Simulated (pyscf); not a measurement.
[H₃C–In–OH]• (SMILES [CH3][In][OH]) → •H₂C–InH–OH (SMILES [CH2][InH][OH]), a hydrogen shift (doublet surface; C–H broken, H–In formed). Structures and frequencies: ωB97X-D3(BJ)/def2-SVP in PySCF. Correlated levels are frozen-core, on RHF or UHF. ΔMP2 is the change of the MP2 total energy from the triple- to the quadruple-zeta basis. Energies in kcal/mol from the reactant's lowest minimum found.

Small-basis levels: PySCF, no dispersion term, spherical d functions. Open shells are spin-unrestricted. 

Task: In single points MP2/6-31G*+LANL2DZ puts the saddle at 84.0 kcal/mol and the reaction energy at +36.1 kcal/mol. Should these be trusted to within a few kcal/mol? Compare with CCSD(T)/def2-TZVPP + ΔMP2(QZVPP).

Result: CCSD(T)/def2-TZVPP + ΔMP2(QZVPP) gives ΔE‡ = 74.0 kcal/mol and ΔE = +34.9 kcal/mol. MP2/6-31G*+LANL2DZ lies 10.0 kcal/mol over it in the barrier and 1.2 kcal/mol over it in the reaction energy, so on this step it does not hold to within 3.0 kcal/mol. CCSD(T)/def2-TZVPP + ΔMP2(QZVPP) has limits of its own. The same reactants have a lower exit, to H₃C–InH–O• (barrier +66.3 kcal/mol at ωB97M-D3(BJ)/def2-TZVP, against +76.8 kcal/mol here). This is the saddle that the search found; another between the same sides may lie lower. The CCSD(T) − MP2 part came from Ansatz, without density fitting, on the same reference. A UHF reference is spin-contaminated (<S²> up to 1.02), which harms MP2 most. The frozen core leaves the outer d or s,p core shells of the metals and heavy elements correlated in the MP2 and CC values, and def2-TZVPP describes them poorly, which can shift differences by a few kcal/mol. In the def2 sets elements past Kr carry core potentials, without spin-orbit coupling.
